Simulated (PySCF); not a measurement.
Computed properties of In(H)2(OMe) (CH₅InO), SMILES C[O][InH2]

CH₅InO, SMILES C[O][InH2]. The structure is a stationary point at B3LYP-D3(BJ)/def2-SVP. The def2 effective core potentials stand for the cores of In; spin–orbit coupling is left out. One conformer was computed; it need not be the lowest. All values are computed for the isolated molecule unless a solvent is named; none is compared with measurement here.

**Structure.** The optimised structure has Cs symmetry. All 18 harmonic modes at B3LYP-D3(BJ)/def2-SVP (PySCF) are real, so it is a minimum. With heavy atoms numbered as in [InH2:1][O:4][CH3:5], the shortest bond between them is O4–C5 at 1.398 Å and the longest In1–O4 at 2.015 Å.

**Vibrations.** The strongest infrared lines (harmonic, unscaled, degenerate partners summed) lie at 1129 cm⁻¹ (204 km/mol, O 46 %, C 42 %, H 12 %), 1828 cm⁻¹ (178 km/mol, H 99 %), 514 cm⁻¹ (137 km/mol, O 54 %, H 25 %, In 14 %). The softest mode is at 97 cm⁻¹ and the zero-point energy is 32.8 kcal/mol.

**Electronic structure.** HF/def2-TZVPD (PySCF) places the frontier levels at -10.97 and 0.62 eV, a gap of 11.59 eV, and gives a dipole moment of 2.14 D and a mean polarisability of 51.4 bohr³.

**Excitations.** TDDFT-CAM-B3LYP/def2-SVPD (PySCF) has S1 at 4.80 eV (258 nm, f = 0.003, weak); the most intense of the 10 singlets computed lies at 6.35 eV (f = 0.13). T1 (TDA) is at 4.38 eV. No vertical singlet excitation falls in the visible range (under 3.1 eV).
